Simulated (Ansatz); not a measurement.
Isolated molecules relaxed with PBE0-D4/def2-TZVP in Ansatz; ΔE leaves out vibrations. CCSD(T)/CBS adds triple-zeta CCSD(T) − MP2 to the extrapolated MP2 energy (def2 sets, frozen cores). DFT in def2-TZVPP. Elements past krypton have def2 core potentials. For Te outer-core shells are correlated without core-valence functions, which leaves a few kJ/mol of doubt a bond. One conformer a species, not always the lowest.

Reaction (redistribution): `C[SiH2][Te]C` + `BCC#C` → `C#CC[SiH2]C` + `B[Te]C`

| level | ΔE (kcal/mol) |
| --- | --- |
| PBE0-D4 | -5.0 |
| ωB97X-V | -4.2 |

Problem. What does CCSD(T)/CBS give? (Estimate.)

Solution. Computed: -5.5 kcal/mol. The listed levels differ from it by 0.5, 1.3 kcal/mol.

Largest T1 diagnostic among the species: 0.015.

From PBE to PBE0 (25 % exact exchange), in def2-TZVPP and without D4, ΔE moves by +1.4 kcal/mol. In def2-TZVPP, CCSD(T) changes the Hartree–Fock value by −5.9 kcal/mol (the triples alone add −1.1 kcal/mol) and MP2 by −5.4 kcal/mol.

CCSD(T)/CBS has its own doubt, a few kJ/mol and more with outer-core shells, so smaller differences from it don't rank the levels.
